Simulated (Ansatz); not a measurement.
Mulliken charges of AlBGeH4O (`[BH]1[AlH][O][GeH2]1`) from r2SCAN/def2-TZVPP in Ansatz (PBE0-D4/def2-TZVP geometry).

```
atom   x (Å)   y (Å)   z (Å)  charge (e)
  B1  -0.547   0.571  -1.080      -0.177
 Al2   0.200   1.385   0.771       0.475
  O3   0.624  -0.196   1.293      -0.516
 Ge4   0.087  -1.181  -0.148       0.381
  H5  -1.056   0.795  -2.133       0.045
  H6   0.431   2.702   1.617      -0.133
  H7   1.316  -1.929  -0.706      -0.037
  H8  -0.964  -2.204   0.331      -0.037
```

**Question.** By hand: the dipole of these point charges (1 e Å = 4.8032 D).

**Answer.** Σ q r = (-0.215, 0.037, -0.463) e Å, of length 0.512 e Å = 2.46 D.

**Question.** How does the dipole of the full density compare? (Best estimate.)

**Answer.** Ansatz gave: (-0.147, 0.107, -0.296) e Å, 1.67 D; the point charges give 1.47 times that, at 14° from its direction.

Point charges leave out the atoms' own dipoles, such as those of lone pairs, and Mulliken's split depends on the basis, so the two needn't agree.
